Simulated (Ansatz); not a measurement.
Compare A (`[GeH3][SiH]1CS1`) with its isomer B (`C1[SiH2][GeH2][S]1`).

Gas-phase electronic energies from Ansatz, PBE0-D4/def2-TZVP geometries. CBS: MP2 limit from def2 TZ/QZ plus the TZ coupled-cluster correction, frozen cores. DFT in def2-TZVPP. B3LYP here is the variant with VWN-RPA as its local correlation; programs differ in this. For Ge outer-core shells are correlated without core-valence functions, which leaves a few kJ/mol of doubt a bond. Scalar relativity is left out up to krypton.

A:

```xyz
10

Ge    0.105    1.107   -1.448
Si    0.691   -0.230    0.415
C    -0.648   -0.982    1.443
S     0.154   -2.256    0.362
H     1.072    0.852   -2.614
H    -1.321    0.738   -1.879
H     0.157    2.602   -1.087
H     1.956    0.114    1.109
H    -1.689   -0.799    1.195
H    -0.477   -1.146    2.503
```

B:

```xyz
10

C    -0.293   -0.948   -1.007
Si   -0.105    0.903   -0.654
Ge    0.450    0.238    1.547
S    -0.520   -1.612    0.692
H    -1.161   -1.206   -1.616
H     0.595   -1.386   -1.465
H    -1.427    1.583   -0.676
H     0.838    1.652   -1.531
H     1.922   -0.003    1.934
H    -0.299    0.780    2.776
```

Q: Which is lower in electronic energy at CCSD(T)/CBS, and by how much? (An estimate is asked.)

A: The calculation gave: B, by 29.3 kJ/mol.

Q: Give E(B) − E(A) in kJ/mol with MP2/def2-TZVPP, r2SCAN-D4, B3LYP, PBE-D4, B3LYP-D4, PBE0-D4, CCSD(T)/def2-TZVPP. (An estimate is asked.)

A: The calculation gave: MP2/def2-TZVPP -27.7, r2SCAN-D4 -21.8, B3LYP -25.0, PBE-D4 -24.8, B3LYP-D4 -29.1, PBE0-D4 -28.7, CCSD(T)/def2-TZVPP -28.7. None reverses the order clearly.

Largest T1 diagnostic: 0.013.

The D4 term adds −4.1 kJ/mol with B3LYP and −1.9 kJ/mol with PBE0; it sums over pairs of atoms, weighted by their polarisabilities, and B3LYP, whose exchange is more repulsive, gets the larger term. In def2-TZVPP, CCSD(T) changes the Hartree–Fock value by +4.7 kJ/mol (the triples alone add +0.9 kJ/mol) and MP2 by +5.8 kJ/mol.
